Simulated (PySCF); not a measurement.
## TlSb and its ions

UHF-CCSD(T); Tl def2-SVP with ECP60, Sb def2-SVP with ECP28; scalar-relativistic core potentials (PySCF 2.14). Neutral (UHF): triplet (π ↑↑), Re = 3.055 Å, ωe = 119 cm⁻¹, De = 1.18 eV.

TlSb⁺ (UHF): quartet (σ ↑, π ↑↑), Re = 3.467 Å, ωe = 53.9 cm⁻¹. The energies at the minima are -410.97643 hartree for TlSb and -410.75147 for TlSb⁺.

Task: Work out the adiabatic ionisation energy, without and with harmonic zero-point energies (1 hartree = 27.2114 eV, 1 eV = 8065.5 cm⁻¹), and the change of the bond length.

Result: At UHF-CCSD(T): 0.22496 hartree = 6.121 eV between the minima; the zero-point term (53.9 − 119.0)/2 cm⁻¹ = -0.004 eV makes it 6.117 eV. Re changes by +41.2 pm against the neutral. The electron leaves a σ orbital, and the ion is left as a loose complex of an ion and an atom.

Correlated steps freeze 8 core orbitals. Correlated levels converge slowly with the basis: in double zeta they bind strong bonds too weakly, by up to about 1 eV, and carry superposition errors of some tenths. These are scalar-relativistic numbers at best; spin–orbit coupling would shift them, the dissociation energy most. States were picked by a PBE0 search and need not be the measured ground states.
